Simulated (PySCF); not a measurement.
A PySCF script (with the pyscf-properties extension) for the NMR shieldings of `ClC[Si@H]1[C@H](C(F)F)CCC1`, C6H11ClF2Si, on a GFN2-xTB geometry:

```python
import basis_set_exchange as bse
import numpy as np
from pyscf import gto, dft
from pyscf.prop import nmr

atoms = """
F    -1.892019   -2.274174    0.736144
C    -2.097308   -0.997796    0.313016
F    -2.437203   -1.100896   -0.999551
C    -0.848907   -0.171459    0.495348
C    -1.053811    1.280663    0.054300
C     0.325720    1.899265   -0.154272
C     1.133216    0.981137   -1.080549
Si    0.630222   -0.783190   -0.564319
C     1.916397   -1.661096    0.548215
Cl    2.445623   -0.534003    1.826722
H    -2.981916   -0.611514    0.845332
H    -0.606865   -0.200259    1.560658
H    -1.633002    1.845994    0.787248
H    -1.598380    1.290298   -0.892421
H     0.240614    2.904366   -0.568942
H     0.831532    1.972406    0.809810
H     2.197482    1.188454   -0.996239
H     0.854311    1.167122   -2.117337
H     0.247180   -1.687239   -1.650541
H     2.806291   -1.953837   -0.001019
H     1.511904   -2.537299    1.047928
"""
names = dict.fromkeys(["F", "C", "Si", "Cl", "H"], "pcSseg-1")
basis = {el: gto.basis.parse(bse.get_basis(n, elements=[el], fmt="nwchem")) for el, n in names.items()}
mol = gto.M(atom=atoms, basis=basis, charge=0, verbose=0)
mf = dft.RKS(mol, xc="PBE0")
mf.grids.level = 2
mf.grids.alignment = dft.numint.BLKSIZE   # the property module wants whole blocks of grid points
mf.conv_tol = 1e-9
mf.kernel()

calc = nmr.RKS(mf)   # GIAO
C = mf.mo_coeff
Co = C[:, mf.mo_occ > 0]
resp = mf.gen_response(singlet=True, hermi=2)
def vind(x):   # induced exchange potential for any number of trial vectors
    d = np.einsum("pi,xij,qj->xpq", C, 2 * x.reshape(-1, C.shape[1], Co.shape[1]), Co, optimize=True)
    return np.einsum("xpq,pi,qj->xij", resp(d - d.transpose(0, 2, 1)), C, Co, optimize=True).ravel()
mo1, _ = nmr.rhf.solve_mo1(calc, with_cphf=vind)
sigma = calc.kernel(mo1)
for i, s in enumerate(sigma):   # ppm
    print("%2d %-2s %9.2f" % (i, mol.atom_pure_symbol(i), np.trace(s) / 3))
```

Question: Give the expected output.

Answer: 
```
 0 F     294.42
 1 C      62.61
 2 F     307.13
 3 C     149.94
 4 C     154.32
 5 C     155.35
 6 C     174.82
 7 Si    352.18
 8 C     153.81
 9 Cl    942.01
10 H      25.29
11 H      29.81
12 H      29.64
13 H      30.45
14 H      29.57
15 H      29.97
16 H      30.54
17 H      30.94
18 H      26.83
19 H      28.67
20 H      28.57
```

These numbers come from an equivalent density-fitted implementation of the same equations, which agrees with the script to about 0.01 ppm for H and up to a few tenths of a ppm for heavy atoms, so last digits may differ.

Question: Turn these shieldings into chemical shifts. References, each an isolated molecule treated in the same way: CFCl3 for 19F (σ = 170.95 ppm); 13C (σ = 186.93 ppm) and 29Si (σ = 349.16 ppm) and 1H (σ = 31.72 ppm) vs TMS; 35Cl (σ = 949.78 ppm) vs HCl.

Answer: Averaging equivalent atoms: F 0: -123.5; F 2: -136.2; C 1: 124.3; C 3: 37.0; C 8: 33.1; C 4: 32.6; C 5: 31.6; C 6: 12.1; Si 7: -3.0; Cl 9: 8; H 10: 6.43; H 18: 4.89; H 20: 3.15; H 19: 3.05; H 14: 2.14; H 12: 2.08; H 11: 1.91; H 15: 1.75; H 13: 1.26; H 16: 1.17; H 17: 0.78 ppm. Unscaled 19F shifts against computed CFCl3 carry errors that often reach 10 to 50 ppm.

Size and cost of the density-fitted run: 239 basis functions, 69 s wall time on 1 thread of an Arm Neoverse V1, shared host.
